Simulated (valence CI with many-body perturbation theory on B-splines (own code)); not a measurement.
Values are calculated unless marked as measured or tabulated.
Sc XVII: input, log and results

The program does CI of the valence electrons with many-body perturbation theory for a frozen closed Dirac-Fock core.

Command, and the settings that its task file holds:

```sh
python run_cv.py task.json out
```

```
atom Sc  Z=21  mass_number=45  rms_radius_fm=3.5459
core [He]
valence 2s2 2p1
avg = 1
basis = S
breit = 1
cap = 10000
capref = 1200
cscale = 1
de = 0.0
dress = 0
eps = 2e-08
extrap = 1
h = 0.27
hh = 1
l2 = 3
lcore = 6
maxit = 60
n2 = 5
natural = 1
nlev = 20
nno = [3, 3, 3, 2, 1]
nroot = 26
ns = 2
nsp = [3, 3, 2, 1, 0]
pt2 = 1
qed = 1
rpa = 1
s1 = 1
s2 = 1
s3 = 1
screen = 1
tol = 2e-05
whole = 1
```

Log. The first blocks belong to the next ion, which gives the ionisation energy. Fields: 2J, parity (1 odd), roots, reference size, generating configurations, candidates as configurations/state functions, variational space P, stored matrix elements, Davidson steps; e2 is the range of second-order energies in hartree. The first line gives the box (bohr), its intervals, the orbitals and the steps of their self-consistent field. Window is the range of levels sought, series limit the energy at which the first omitted orbital would enter, core excitation an estimate of the first excitation out of the core, left out the lowest levels not solved, and shifts from estimates the range by which levels moved from their first estimate, all in cm⁻¹.

```
rmax 3.4 intervals 59 orbitals 36 references ['2s2 2p', '2s 2p2', '2p3'] scf 3 t 0.3
2J=0 par=0 roots 2 ref 15 generators 3 cand 92/92 P 107/107 nnz 0 it 0
   second order: generators 10 cand 0/0 e2 -0.00000 -0.00000
reference levels 291, estimated 231, window 5223750 1/cm; series limit 6762157, core excitation 34047996
2J=1 par=1 roots 6 ref 32 generators 13 cand 61/89 P 1793/2612 nnz 8.4e+05 it 4
2J=1 par=1 roots 6 ref 32 generators 18 cand 98/155 P 1891/2767 nnz 9.4e+05 it 5
   second order: generators 40 cand 757/1114 e2 -0.00001 -0.00000
2J=3 par=1 roots 9 ref 47 generators 16 cand 458/946 P 1850/3721 nnz 1.8e+06 it 6
2J=3 par=1 roots 9 ref 47 generators 21 cand 135/308 P 1985/4029 nnz 2.1e+06 it 6
   second order: generators 45 cand 1533/3233 e2 -0.00001 -0.00000
2J=1 par=0 roots 8 ref 34 generators 15 cand 88/127 P 1813/2655 nnz 8.8e+05 it 4
2J=1 par=0 roots 8 ref 34 generators 21 cand 19/21 P 1832/2676 nnz 8.9e+05 it 5
   second order: generators 40 cand 941/1362 e2 -0.00001 -0.00000
2J=3 par=0 roots 10 ref 45 generators 14 cand 438/904 P 1836/3677 nnz 1.7e+06 it 4
2J=3 par=0 roots 10 ref 45 generators 20 cand 165/337 P 2001/4014 nnz 2e+06 it 4
   second order: generators 52 cand 1430/3061 e2 -0.00001 -0.00000
2J=5 par=0 roots 7 ref 39 generators 12 cand 456/1007 P 1653/3541 nnz 1.6e+06 it 4
2J=5 par=0 roots 7 ref 39 generators 18 cand 240/548 P 1893/4089 nnz 2.2e+06 it 4
   second order: generators 41 cand 1585/3799 e2 -0.00001 -0.00000
2J=5 par=1 roots 4 ref 36 generators 8 cand 458/989 P 1629/3520 nnz 1.7e+06 it 4
2J=5 par=1 roots 4 ref 36 generators 12 cand 139/354 P 1768/3874 nnz 2e+06 it 4
   second order: generators 30 cand 1684/4025 e2 -0.00001 -0.00000
2J=7 par=0 roots 2 ref 19 generators 5 cand 354/764 P 1443/3283 nnz 1.5e+06 it 4
2J=7 par=0 roots 2 ref 19 generators 6 cand 106/240 P 1549/3523 nnz 1.8e+06 it 3
   second order: generators 16 cand 1114/2655 e2 -0.00000 -0.00000
2J=7 par=1 roots 1 ref 21 generators 3 cand 204/458 P 1418/3075 nnz 1.3e+06 it 3
2J=7 par=1 roots 1 ref 21 generators 5 cand 65/196 P 1483/3271 nnz 1.5e+06 it 3
   second order: generators 12 cand 909/2144 e2 -0.00000 -0.00000
2J=9 par=1 roots 1 ref 7 generators 1 cand 143/341 P 823/1672 nnz 0 it 4
2J=9 par=1 roots 1 ref 7 generators 1 cand 43/107 P 866/1779 nnz 0 it 3
   second order: generators 10 cand 1142/2662 e2 -0.00001 -0.00001
left out: unestimated 7562893, estimated 5511327, shifts from estimates -2 to 43
```

What became of the run, and why?

It gave no result: the setting left no core shell for the response of the core. The program said: "need at least one array to concatenate".
